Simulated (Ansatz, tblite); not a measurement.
Cost and result up the ladder for Cd6O6 (the lowest singlet isomer of a short search) (12 atoms). The state is a singlet with charge 0. Geometry: PBE0-D4/def2-SVP.

```xyz
12

Cd   -0.277   -0.691   -1.534
Cd    0.394    2.033    1.079
Cd   -1.215   -0.499    1.994
Cd   -0.726   -3.303   -0.732
Cd    0.564    3.181   -1.373
Cd    1.750   -1.750    1.537
O     0.772    1.047   -2.357
O     1.875    0.973   -1.446
O    -2.025   -1.841    0.657
O    -2.043   -0.729   -0.283
O    -0.424    1.169    2.717
O     1.354    0.412   -0.261
```

Ansatz on 4 threads of AMD EPYC 9R45 on a shared host; xTB runs through tblite on one thread. Times are rough, summed over both states, and most runs start from the orbitals of an earlier one. No level here is sound enough to serve as a yardstick. The other state is a doublet.

In the def2 sets Cd takes a core potential; there is no spin–orbit coupling. The xTB rows come from tblite. The structure holds 3 bonds between oxygen atoms, so isomers without such links may lie far lower. HOMO above LUMO, or a gap near zero within one spin, warns that the state may not be the lowest or that an electron is smeared out. The structure comes from a short search, and lower isomers may exist.

Run but left out: HF/def2-SVP (singlet: restricted singlet, unstable towards broken spin symmetry).

Raw xTB energies of ions are shifted by several eV.

| level | functions | vertical IE (eV) | remarks |
| --- | --- | --- | --- |
| PBE-D4/def2-SVP | 270 | 6.83 | gap within one spin near zero (+1 doublet), restricted SCF unstable in HF (singlet) |
| GFN2-xTB | 48 | 12.39 | – |
| PBE0-D4/def2-SVP | 270 | 7.16 | restricted SCF unstable in HF (singlet) |
| GFN1-xTB | 48 | 11.43 | – |

Q: Estimate how long each takes.

A: GFN1-xTB 0.016 s; GFN2-xTB 0.02 s; PBE-D4/def2-SVP 9.9 s; PBE0-D4/def2-SVP 25 s. On shared hardware such times vary by a factor of up to 3.
